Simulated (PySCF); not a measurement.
Isomers of C5H9BNP, one conformer each; single-point electronic energies without zero-point terms and without any empirical dispersion term.

All values: CAM-B3LYP/def2-SVPD (PySCF, non-relativistic), each on one gas-phase PBE0-D3(BJ)/def2-SVP geometry that isn't relaxed in the solvent. The solvent is an IEF-PCM continuum (van der Waals radii × 1.2). The model holds no explicit solvent molecules, cavitation or dispersion.

| isomer | relative energy, gas (kcal/mol) | dipole (D) |
| --- | --- | --- |
| `[PH3+][BH2-]c1ccccn1` | 0.0 | 2.14 |
| `[PH3+][BH2-]c1ccncc1` | 4.1 | 5.68 |

Task: How do the relative energies look in benzene (ε = 2.271)?

Result: 
```tsv
isomer	relative energy, solvent (kcal/mol)	E(solvent) − E(gas) (kcal/mol)	dipole in solvent (D)
`[PH3+][BH2-]c1ccccn1`	0.0	-2.6	2.52
`[PH3+][BH2-]c1ccncc1`	2.0	-4.7	6.60
```

The order is unchanged. Conformers: `[PH3+:1][BH2-:2][c:3]1[cH:4][cH:5][cH:6][cH:7][n:8]1` with P1–B2–C3–C4 180°; `[PH3+:1][BH2-:2][c:3]1[cH:4][cH:5][n:6][cH:7][cH:8]1` with P1–B2–C3–C4 89°. `[PH3+][BH2-]c1ccncc1` gains most from the continuum, and it has the largest gas-phase dipole. The gains span 2.1 kcal/mol, the gas-phase energies 4.1 kcal/mol.
